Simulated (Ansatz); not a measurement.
`CCCCCCCCC` and `CCCCC` differ in one atom or group.

Ansatz, PBE0-D4/def2-TZVP geometries, multiplicity 1. Each molecule was computed in one conformer, which needn't be the lowest.

```tsv
property	`CCCCCCCCC`
size of the dipole moment (PBE/def2-TZVPP) / D	0.14
HOMO–LUMO gap (PBE/def2-TZVPP) / eV	7.38
HOMO energy (ωB97M-V/def2-TZVPP) / eV	-10.80
LUMO energy (ωB97M-V/def2-TZVPP) / eV	2.47
size of the dipole moment (ωB97M-V/def2-TZVPP) / D	0.13
HOMO energy (PBE0/def2-TZVPP) / eV	-8.49
```

Question: Give the same properties after the change, and the shifts. (Best estimate.)

Answer: Ansatz gave: 
| property | `CCCCC` | shift |
| --- | --- | --- |
| size of the dipole moment (PBE/def2-TZVPP) / D | 0.08 | -0.06 |
| HOMO–LUMO gap (PBE/def2-TZVPP) / eV | 7.86 | 0.48 |
| HOMO energy (ωB97M-V/def2-TZVPP) / eV | -11.05 | -0.25 |
| LUMO energy (ωB97M-V/def2-TZVPP) / eV | 2.69 | 0.22 |
| size of the dipole moment (ωB97M-V/def2-TZVPP) / D | 0.07 | -0.06 |
| HOMO energy (PBE0/def2-TZVPP) / eV | -8.74 | -0.25 |

With PBE0 the HOMO falls by 0.25 eV and the LUMO rises by 0.24 eV, so the gap widens by about 0.49 eV. PBE moves the HOMO by -0.22 eV and ωB97M-V by -0.25 eV. Dipoles are sizes alone; their direction can turn.

Positive LUMOs are unbound, so they and the gaps depend on the basis.
